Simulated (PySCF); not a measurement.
## Mn(2+) (manganese, charge +2) across methods

[Ar] 3d4 4s1, high-spin 6D determinant (an excited configuration). Computed with PySCF 2.14 in dyall-av2z, with the non-relativistic Hamiltonian (point nucleus). The B2PLYP total includes its PT2 part (frozen core); its orbital energies are those of the SCF part.

```json
{"method": "PBE", "E (hartree)": "-1149.586", "mean ε 3p β (eV)": "-76.146", "mean ε 3d α (eV)": "-32.456", "mean ε 4s α (eV)": "-22.184", "Σ⟨r²⟩ (bohr²)": "21.17", "⟨S²⟩": "8.750"}
{"method": "wB97X-V", "E (hartree)": "-1149.699", "mean ε 3p β (eV)": "-81.796", "mean ε 3d α (eV)": "-37.428", "mean ε 4s α (eV)": "-24.901", "Σ⟨r²⟩ (bohr²)": "21.15", "⟨S²⟩": "8.750"}
{"method": "wB97M-V", "E (hartree)": "-1149.776", "mean ε 3p β (eV)": "-81.810", "mean ε 3d α (eV)": "-37.504", "mean ε 4s α (eV)": "-24.881", "Σ⟨r²⟩ (bohr²)": "21.18", "⟨S²⟩": "8.750"}
{"method": "UHF", "E (hartree)": "-1148.80768", "mean ε 3p β (eV)": "-86.725", "mean ε 3d α (eV)": "-42.494", "mean ε 4s α (eV)": "-24.858", "Σ⟨r²⟩ (bohr²)": "21.14", "⟨S²⟩": "8.751"}
{"method": "PBE0", "E (hartree)": "-1149.633", "mean ε 3p β (eV)": "-79.197", "mean ε 3d α (eV)": "-35.156", "mean ε 4s α (eV)": "-22.945", "Σ⟨r²⟩ (bohr²)": "21.12", "⟨S²⟩": "8.750"}
{"method": "LDA", "E (hartree)": "-1147.447", "mean ε 3p β (eV)": "-76.300", "mean ε 3d α (eV)": "-32.640", "mean ε 4s α (eV)": "-22.484", "Σ⟨r²⟩ (bohr²)": "21.18", "⟨S²⟩": "8.750"}
{"method": "TPSS", "E (hartree)": "-1149.864", "mean ε 3p β (eV)": "-76.479", "mean ε 3d α (eV)": "-32.481", "mean ε 4s α (eV)": "-22.060", "Σ⟨r²⟩ (bohr²)": "21.18", "⟨S²⟩": "8.750"}
{"method": "B2PLYP", "E (hartree)": "-1149.585", "mean ε 3p β (eV)": "-82.065", "mean ε 3d α (eV)": "-37.800", "mean ε 4s α (eV)": "-23.638", "Σ⟨r²⟩ (bohr²)": "21.11", "⟨S²⟩": "8.751"}
```

Estimate the same row for r2SCAN.

E (hartree) = -1149.816; mean ε 3p β (eV) = -77.010; mean ε 3d α (eV) = -33.086; mean ε 4s α (eV) = -22.399; Σ⟨r²⟩ (bohr²) = 21.12; ⟨S²⟩ = 8.751.
